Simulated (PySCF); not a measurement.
# Cs₂: energy against distance

Set-up: PySCF, scalar-relativistic core potentials, basis sets Cs def2-SVPD with ECP46. Energies in eV from Cs + Cs in their ground configurations at the same level. State: ¹Σg⁺ (singlet), closed shell.

All columns are PBE0.

```json
{"R (Å)": "4.101", "E (eV)": "-0.283", "HOMO (eV)": "-2.72", "LUMO (eV)": "-1.10", "Mayer bond order": "1.02", "⟨S²⟩": "0.00"}
{"R (Å)": "4.291", "E (eV)": "-0.344", "HOMO (eV)": "-2.69", "LUMO (eV)": "-1.11", "Mayer bond order": "1.01", "⟨S²⟩": "0.00"}
{"R (Å)": "4.482", "E (eV)": "-0.381", "HOMO (eV)": "-2.65", "LUMO (eV)": "-1.13", "Mayer bond order": "1.01", "⟨S²⟩": "0.00"}
{"R (Å)": "4.625", "E (eV)": "-0.395", "HOMO (eV)": "-2.63", "LUMO (eV)": "-1.15", "Mayer bond order": "1.01", "⟨S²⟩": "0.00"}
{"R (Å)": "4.768", "E (eV)": "-0.399", "HOMO (eV)": "-2.61", "LUMO (eV)": "-1.17", "Mayer bond order": "1.01", "⟨S²⟩": "0.00"}
{"R (Å)": "4.911", "E (eV)": "-0.396", "HOMO (eV)": "-2.59", "LUMO (eV)": "-1.19", "Mayer bond order": "1.00", "⟨S²⟩": "0.00"}
{"R (Å)": "5.102", "E (eV)": "-0.380", "HOMO (eV)": "-2.56", "LUMO (eV)": "-1.22", "Mayer bond order": "1.00", "⟨S²⟩": "0.00"}
{"R (Å)": "5.340", "E (eV)": "-0.348", "HOMO (eV)": "-2.53", "LUMO (eV)": "-1.26", "Mayer bond order": "1.00", "⟨S²⟩": "0.00"}
{"R (Å)": "5.626", "E (eV)": "-0.296", "HOMO (eV)": "-2.50", "LUMO (eV)": "-1.31", "Mayer bond order": "1.00", "⟨S²⟩": "0.00"}
{"R (Å)": "6.008", "E (eV)": "-0.215", "HOMO (eV)": "-2.46", "LUMO (eV)": "-1.38", "Mayer bond order": "1.00", "⟨S²⟩": "0.00"}
```

Closed-shell solutions of metal pairs were not tested for spin polarisation, which can lower them a little. The bond is weak. Basis-set superposition, not corrected here, can be much of De in a small basis, most of all at correlated wavefunction levels. Functionals without a dispersion term scatter widely for such bonds, and LDA overbinds them. Spin–orbit coupling is left out.
